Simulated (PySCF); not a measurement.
A structure optimised at PBE-D3(BJ)/def2-SVP, used in a PySCF frequency run:

```xyz
9

Ta     0.0758     0.1291     0.0000
N      1.6371     0.9595     0.0000
H      2.5686     1.3793     0.0000
Cl    -0.2119    -1.0126     2.0048
Cl    -0.2119    -1.0126    -2.0048
C     -1.2909     1.7789     0.0000
H     -1.1389     2.4182     0.8958
H     -2.3362     1.3968     0.0000
H     -1.1389     2.4182    -0.8958
```

**Question.** Write its SMILES, formula and point group.

**Answer.** [CH3][Ta](=[NH])([Cl])[Cl], CH4Cl2NTa, Cs

**Question.** What are its rotational constants (standard atomic weights)?

**Answer.** 2.3113, 1.3942, 1.1771 GHz
